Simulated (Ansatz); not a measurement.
Reaction (substitution at a C–Si bond): `CC[Si]OC` + `NCS` → `CCNCS` + `CO[SiH]`

Isolated molecules relaxed with PBE0-D4/def2-TZVP in Ansatz; ΔE leaves out vibrations. CCSD(T)/CBS adds triple-zeta CCSD(T) − MP2 to the extrapolated MP2 energy (def2 sets, frozen cores). Each species was taken in one conformer, which may not be the lowest.

```tsv
level	ΔE (eV)
HF/def2-TZVPP	0.33
MP2/def2-TZVPP	0.46
CCSD/def2-TZVPP	0.41
CCSD/CBS(def2)	0.46
```

Task: What does CCSD(T)/CBS give? (Best estimate.)

Result: The calculation gave: +0.47 eV. The listed levels differ from it by -0.14, -0.01, -0.06, -0.01 eV.

Largest T1 diagnostic among the species: 0.015.

In def2-TZVPP, CCSD(T) changes the Hartree–Fock value by +0.09 eV (the triples alone add +0.01 eV) and MP2 by +0.13 eV.
